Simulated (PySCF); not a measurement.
Run record: geometry optimisation, `O=CC(F)=C=C=C=CF`.

Computed with PBE0-D3(BJ)/def2-SVP geometry optimisation, gas phase (PySCF 2.14.0). Start geometry: GFN2-xTB. A driver script takes a list of jobs; this job's settings line and coordinates (Å) are shown.

Input:
```
{"job": {"xc": "PBE0", "basis": "def2-SVP", "d3": "d3bj", "grid": 2, "kind": "geom"}, "charge": 0, "multiplicity": 1}
O      2.346753    -1.245569    -1.419362
C      2.722987    -0.617663    -0.466199
C      1.863161     0.137371     0.452126
F      2.533070     0.771787     1.439406
C      0.549118     0.219875     0.365602
C     -0.703445     0.225962     0.190684
C     -1.965052     0.258556     0.035370
C     -3.258921     0.309686    -0.134157
F     -4.101716    -0.567371     0.421646
H      3.788621    -0.545487    -0.180489
H     -3.769152     1.055524    -0.730591
```

What does the run print?

```
step   0  E = -503.66842052  max force = 0.016005
step   1  E = -503.66790185  max force = 0.011010
step   2  E = -503.66921053  max force = 0.005898
step   3  E = -503.66858432  max force = 0.010938
step   4  E = -503.66952710  max force = 0.007320
step   5  E = -503.66975434  max force = 0.004145
step   6  E = -503.66970985  max force = 0.005538
step   7  E = -503.66987856  max force = 0.001074
step   8  E = -503.66988307  max force = 0.000942
step   9  E = -503.66990149  max force = 0.000229
step  10  E = -503.66990213  max force = 0.000143
optimisation converged
```

Energies in Eh; «max force» is the largest Cartesian gradient component in Eh/bohr.

Give the first gradient maximum in eV/Å.

With 1 Eh/bohr = 51.422 eV/Å, 0.823 eV/Å.

At which steps does the energy rise by more than 1e-5 Eh?

At steps 1 (+0.52 mEh), 3 (+0.63 mEh) and 6 (+0.04 mEh).

In short: final energy -503.66990 Eh after 10 steps; dipole 1.83 D.

Where do the atoms end?

0.033 Å rms from the input after alignment:
```
atom  x, y, z in Å
O1     2.4808   -0.7848   -1.5056
C2     2.7873   -0.4451   -0.3954
C3     1.8252    0.0074    0.6420
F4     2.4105    0.3326    1.7945
C5     0.5156    0.0911    0.4664
C6    -0.7345    0.1395    0.2097
C7    -1.9903    0.1942   -0.0390
C8    -3.2715    0.3127   -0.3203
F9    -4.1491   -0.6590   -0.1326
H10    3.8450   -0.4358   -0.0304
H11   -3.7176    1.2242   -0.7335
```

Estimate the wall time. Hardware: one thread, Intel Xeon Platinum 8488C (x86_64), no GPU, shared host with 96 logical CPUs at a one-minute load of 24. And the peak memory of the process?

About 79 s, with 0.69 GiB resident at the peak, the Python interpreter and its libraries included.
Labels such as C1 count atoms from 1, the log's own numbers from 0.
